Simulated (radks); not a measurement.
Values are calculated unless marked as measured or tabulated.
Ionisation of Ba, [Xe] 6s2, to Ba+, [Xe] 6s1, under several functionals. Scalar-relativistic Kohn-Sham, spin-polarised, spherical densities, finite nucleus; open shells are filled with parallel spins first (spin-orbit coupling, left out, can overturn this in heavy ions); a radial shooting solver on a logarithmic mesh with Libxc functionals.

exchange-only r2SCAN: E(Ba) (hartree) -8133.2407; Exc (hartree) -194.9790; IE (eV) 4.161; -e(HOMO) (eV) 2.716; <r> HOMO (bohr) 5.114; IE error (eV) -1.051
AM05: E(Ba) (hartree) -8129.2314; Exc (hartree) -191.4259; IE (eV) 5.113; -e(HOMO) (eV) 3.184; <r> HOMO (bohr) 4.781; IE error (eV) -0.099
HCTH/407: E(Ba) (hartree) -8140.1886; Exc (hartree) -202.6378; IE (eV) 5.635; -e(HOMO) (eV) 3.223; <r> HOMO (bohr) 4.875; IE error (eV) +0.423
RPBE: E(Ba) (hartree) -8135.5944; Exc (hartree) -197.8265; IE (eV) 5.167; -e(HOMO) (eV) 3.185; <r> HOMO (bohr) 4.841; IE error (eV) -0.044
SOGGA: E(Ba) (hartree) -8131.6098; Exc (hartree) -193.8117; IE (eV) 5.081; -e(HOMO) (eV) 3.176; <r> HOMO (bohr) 4.790; IE error (eV) -0.131
XLYP: E(Ba) (hartree) -8136.5859; Exc (hartree) -198.8154; IE (eV) 5.218; -e(HOMO) (eV) 3.085; <r> HOMO (bohr) 4.778; IE error (eV) +0.006
r2SCAN: E(Ba) (hartree) -8136.2594; Exc (hartree) -198.0379; IE (eV) 4.928; -e(HOMO) (eV) 3.267; <r> HOMO (bohr) 4.887; IE error (eV) -0.284

NIST Atomic Spectra Database: 5.212 eV (measured). Closest: XLYP. The Delta-SCF values span 1.47 eV, the total energies 10.96 hartree. The highest occupied level is 6s.
